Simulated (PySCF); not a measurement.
C5H12Si, SMILES CCC/C=C\[SiH3].

The structure is a stationary point at PBE-D3(BJ)/def2-SVP. The structure was generated by enumeration; whether it is a known compound was not checked. The values are those of a single conformer.

All values below come from SMD-ωB97X/def2-SVP in PySCF.

Solvation free energies are E(SMD) − E(gas) at the gas-phase geometry, for 1 M in both phases. In vacuum the dipole moment is 1.22 D.

Computed solvation free energies in water, dimethylsulfoxide, ethanol:
```tsv
solvent	ΔG(solv) (kcal/mol)	its non-electrostatic (CDS) part	dipole (D)
water	2.6	4.5	1.62
dimethylsulfoxide	-1.2	0.7	1.61
ethanol	-2.8	-0.9	1.60
```
